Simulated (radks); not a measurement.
Question: The mean radii <r> (bohr) of the occupied orbitals of an atom or ion are listed with their occupations. Calculated with a radial shooting solver on a logarithmic mesh with Libxc functionals: scalar-relativistic Kohn-Sham, PBE, spin-polarised, spherical densities, finite nucleus; Fermi nuclear charge, rms radius of each element as measured or else 0.836 A^(1/3) + 0.57 fm.

orbital  occ.      <r>
1s up       1  0.03610
1s down     1  0.03610
2s up       1   0.1565
2s down     1   0.1565
2p up       3   0.1363
2p down     3   0.1363
3s up       1   0.3949
3s down     1   0.3952
3p up       3   0.3856
3p down     2   0.3859

Name the element and its charge. Open shells, if any, are filled with parallel spins first.

Answer: Z = 41, niobium, charge +24: Nb24+ in [Ne] 3s2 3p5. The 1s radius gives Z: for a bare nucleus <r> = (2 gamma + 1)/(2Z) with gamma = sqrt(1 - (Z/c)^2), 0.03547 bohr for Z = 41, and screening makes it slightly larger (0.03610 here). The occupations add up to 17, and the charge is Z minus that.
